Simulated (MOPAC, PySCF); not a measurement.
C$_{6}$H$_{14}$B$_{2}$, SMILES `B[C@H]1CC[C@@H](B)CC1`, neutral singlet in the gas phase. 

Cartesian coordinates (Å):
SMILES: B[C@H]1CC[C@H](CC1)B
```xyz
22

B      2.4651    -0.1629    -0.6051
C      1.4855     0.0344     0.5894
C      0.6702     1.3381     0.5934
C     -0.4934     1.2474    -0.4008
C     -1.3937     0.0249    -0.1417
B     -2.7369    -0.0404    -0.9207
C     -0.5742    -1.2759    -0.0501
C      0.5901    -1.1651     0.9413
H      2.8620    -1.2669    -0.9002
H      2.9287     0.7919    -1.1853
H      2.2879     0.1173     1.3706
H      1.3146     2.1976     0.3478
H      0.2609     1.5223     1.6041
H     -1.0946     2.1706    -0.3805
H     -0.0795     1.1722    -1.4244
H     -1.8652     0.1805     0.8694
H     -3.2598     0.9699    -1.3319
H     -3.3263    -1.0894    -1.0443
H     -1.2319    -2.1191     0.2158
H     -0.1653    -1.5085    -1.0518
H      0.1789    -1.0410     1.9603
H      1.1772    -2.0977     0.9447
```
Charge 0, spin multiplicity 1.

All levels are single points at this geometry (B3LYP-D3(BJ)/def2-SVP); Pople sets use spherical d functions. Orbital energies aren't observables, and empty levels follow the basis.

```
level                            HOMO (eV)  LUMO (eV)  gap (eV)  dipole (D)  vertical IE, Delta-SCF (eV)
-------------------------------  ---------  ---------  --------  ----------  ---------------------------
B3LYP-D3(BJ)/def2-TZVP in PySCF      -7.87      -1.53      6.34        0.99                         9.74
PBE-D3(BJ)/def2-TZVP in PySCF        -6.78      -2.32      4.46        1.11                         9.29
B3LYP/3-21G in PySCF                 -7.70      -1.18      6.52        1.06                            –
B3LYP/6-311+G** in PySCF             -7.88      -1.56      6.32        0.97                            –
B3LYP/6-31G* in PySCF                -7.66      -1.08      6.58        1.02                         9.60
BP86/6-31G* in PySCF                 -6.67      -2.01      4.66        1.14                            –
M06-2X/6-31G* in PySCF               -9.11       0.04      9.15        0.92                            –
PBE/6-31G* in PySCF                  -6.55      -1.93      4.62        1.15                         9.13
SVWN5/6-31G* in PySCF                -6.62      -2.23      4.39        1.22                            –
HF/STO-3G in PySCF                   -9.82       7.15     16.97        0.64                            –
AM1 in MOPAC                        -10.53       1.71     12.24        0.93                            –
PM6 in MOPAC                        -10.22       0.10     10.32        1.19                            –
PM7 in MOPAC                        -10.18      -0.26      9.92        0.95                            –
```
